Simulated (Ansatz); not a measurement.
**Which is lower?**

The two ends of one reaction step of SiH2Cl3F, closed shell (PBE0-D4/def2-TZVP).

A:

```xyz
7
angstrom
Si -0.2045 -0.6659 -0.5697
F 0.9181 2.1531 1.0385
Cl -0.4438 -2.5384 -1.3060
Cl -0.1925 -0.7850 1.4799
Cl -1.7468 0.5079 -1.1466
H 0.5959 1.4315 1.5212
H 1.0736 -0.1034 -1.0173
```

B:

```json
{"atom": "Si1", "x (Å)": "-1.0722", "y (Å)": "-0.3431", "z (Å)": "0.2176"}
{"atom": "F2", "x (Å)": "-0.1274", "y (Å)": "0.8297", "z (Å)": "0.6821"}
{"atom": "Cl3", "x (Å)": "-0.0610", "y (Å)": "-1.4884", "z (Å)": "-1.0940"}
{"atom": "Cl4", "x (Å)": "-1.5940", "y (Å)": "-1.4152", "z (Å)": "1.8409"}
{"atom": "Cl5", "x (Å)": "-2.7000", "y (Å)": "0.4633", "z (Å)": "-0.6523"}
{"atom": "H6", "x (Å)": "2.4556", "y (Å)": "1.0285", "z (Å)": "-0.3153"}
{"atom": "H7", "x (Å)": "3.0990", "y (Å)": "0.9252", "z (Å)": "-0.6791"}
```

Ansatz 0.2.0; basis: def2-TZVPP; cores frozen in the correlated methods. B3LYP uses VWN-RPA correlation.

(1) Which structure is lower at CCSD(T), and by how much? (An estimate is asked for; the value comes from the calculation.)

No T1 diagnostic of these runs exceeds 0.010.

Answers

(1) By the calculation: B, by 1.124 eV (electronic energy, against the other). By their contacts, A is a complex of SiHCl₃ ([Cl][SiH]([Cl])[Cl]) + HF and B is a complex of SiCl₃F ([F][Si]([Cl])([Cl])[Cl]) + H₂.

All methods give the same order:

| method | E(B) − E(A) (eV) |
| --- | --- |
| SPW92 | -0.993 |
| PBE-D4 | -1.044 |
| BLYP-D4 | -1.139 |
| r2SCAN-D4 | -1.197 |
| B97M-V | -1.234 |
| PBE0-D4 | -1.051 |
| B3LYP-D4 | -1.136 |
| r2SCAN0-D4 | -1.164 |
| BHLYP-D4 | -1.159 |
| CAM-B3LYP-D4 | -1.154 |
| wB97X-V | -1.133 |
| wB97M-V | -1.148 |
| B2PLYP | -1.151 |
| PBE-QIDH | -1.104 |
| RPA on PBE | -1.121 |
| HF | -1.187 |
| MP2 | -1.158 |
| CCSD | -1.119 |
| CCSD(T) | -1.124 |

Labels in which every atom is bracketed show which atoms are joined, not bond orders.

For scale, one of the runs: CCSD(T)/def2-TZVPP, 227 basis functions, launched by `ansatz run in.yaml --threads 4 --pin off --events-out ev --progress --plain --max-ram 9574MiB`. Time: 72 s of wall clock on 4 CPU threads of a Oxide Virtual Turin-like; the host was shared. Peak host memory: 3.4 GiB.
